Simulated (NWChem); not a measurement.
# Correlation energy of H$_{3}$ClSi

```
Si
H 1 1.4872
H 1 1.4872 2 109.97
H 1 1.4872 2 109.97 3 121.24
Cl 1 2.0791 2 108.97 3 -119.38
```
Charge 0, spin multiplicity 1.

Program: NWChem. The geometry was optimised at B3LYP/def2-SVP, a minimum by its harmonic frequencies.

Basis set: cc-pVTZ. Each correlation energy counts from its own Hartree-Fock reference.

The correlated methods keep 10 core orbitals frozen. The structure started from a generated list of species. Coupled-cluster values serve here as a point of comparison, not as the truth.

Problem. One of these methods gave a correlation energy of -318.9 mHa. Which?
A) RI-MP2
B) CR-CCSD[T]
C) CCSD
D) SCS-MP2

Solution. A, RI-MP2. The others give -326.5 (SCS-MP2), -366.7 (CR-CCSD[T]), -356.6 (CCSD).
